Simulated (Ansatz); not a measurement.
```xyz
8

Li   -0.8597   -0.8957   -0.8851
F    -0.9644   -0.9045    0.9321
F    -0.9933    0.9720   -0.9514
Li   -0.8254    0.8315    0.8239
F     0.9397   -0.9953   -0.9654
Li    0.8569   -0.9044    0.8447
Li    0.8854    0.8924   -0.8397
F     0.9017    0.9352    0.9404
```

Basis set: 6-31G (spherical functions). Frozen core: 4 orbitals. Charge 0, multiplicity 1.

Computed with Ansatz (development build ahead of 0.2.0); each method stands on the lowest determinant of its kind that the runs found. Restricted open shells among the atoms or ions are ROHF, correlated in semicanonical orbitals with singles.

Question: Give the atomization energy at this shape (free ground-state atoms in the same class of orbitals less the molecule, no zero-point energy) of singlet Li₄F₄ by RHF-MP2, RHF.

Answer:

```
 method  atomization energy
RHF-MP2       2866.1 kJ/mol
    RHF       2283.8 kJ/mol
```

This basis has no polarisation functions and is too small for such energies, which can lie far from measured ones in either direction.
